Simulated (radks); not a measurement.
The numbers below are computed, except where a source is named.
Q: Ionisation of Er, [Xe] 4f12 6s2, to Er+, [Xe] 4f12 6s1, under several functionals. Dirac Kohn-Sham, spin-unpolarised, spherical densities, point nucleus; open shells fill j = l - 1/2 first; a radial shooting solver on a logarithmic mesh with Libxc functionals. The NIST Atomic Spectra Database gives 6.108 eV (measured). Rank these functionals by the error of their Delta-SCF ionisation energy: exchange-only LDA; LDA (Slater exchange, Perdew-Zunger correlation); Wu-Cohen GGA; exchange-only B88; RPBE; BLYP; B86b exchange with PBE correlation.

A: From best to worst: RPBE 6.278 eV (+0.171); BLYP 6.349 eV (+0.241); Wu-Cohen GGA 6.383 eV (+0.276); exchange-only B88 5.805 eV (-0.303); B86b exchange with PBE correlation 6.412 eV (+0.305); exchange-only LDA 5.726 eV (-0.381); LDA (Slater exchange, Perdew-Zunger correlation) 6.606 eV (+0.499). Spin polarisation and multiplet splitting are left out, so open shells lie too high by an amount that depends on their filling.

Beside tabulated values, note that spin-unpolarised runs miss the spin-polarisation part of the exchange energy of open shells.
